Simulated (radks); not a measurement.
Results of a calculation; reference values are marked as such.
The thulium ion Tm+ inside a hard spherical wall (all orbitals vanish at R), configuration held at [Xe] 4f13 6s1 and not refilled when levels cross. Code: a radial shooting solver on a logarithmic mesh with Libxc functionals. Model: scalar-relativistic Kohn-Sham, LDA (Slater exchange, Perdew-Wang correlation), spin-unpolarised, spherical densities, finite nucleus; Fermi nuclear charge, rms radius 5.2256 fm. Eigenvalues in eV, with the zero of energy where the potential of the charges vanishes at infinity; a dash marks a level that is unbound or too diffuse for the functional's potential to be trusted. A positive occupied level is held by the wall or, in an anion where self-interaction has pushed it up, behind a barrier. The pressure on the wall is -dE/dV.

R (bohr)  E (hartree)  kinetic (hartree)    e(5s)    e(5p)    e(4f)   e(6s)  e(5d, empty)  e(6p, empty)  pressure (GPa)
free      -13557.3238          14728.905  -60.348  -33.856  -10.062  -9.441        -6.845        -5.645               0
12        -13557.3238          14728.905  -60.346  -33.855  -10.061  -9.440        -6.844        -5.636        0.000255
10        -13557.3236          14728.907  -60.334  -33.843  -10.049  -9.428        -6.831        -5.575         0.00584
8         -13557.3213          14728.929  -60.230  -33.741   -9.947  -9.304        -6.717        -5.190           0.118
7         -13557.3150          14728.974  -60.049  -33.565   -9.767  -9.036        -6.506        -4.549           0.508
6         -13557.2949          14729.089  -59.659  -33.190   -9.373  -8.293        -6.006        -3.047            2.21
4         -13556.9882          14730.462  -56.902  -30.585   -6.335   0.278        -1.658        10.472            67.1
3         -13555.7480          14735.889  -50.510  -23.963    1.400  24.930         9.218        42.937             724
2.5       -13553.2372          14746.249  -41.199  -13.316   12.584  62.159        25.131        87.469            3140
2         -13544.9261          14777.259  -16.902   15.725   38.322  154.97        65.122        191.97           17400
1.5       -13510.8084          14891.232   67.530   115.47   105.10  428.49        189.15        485.23          142000
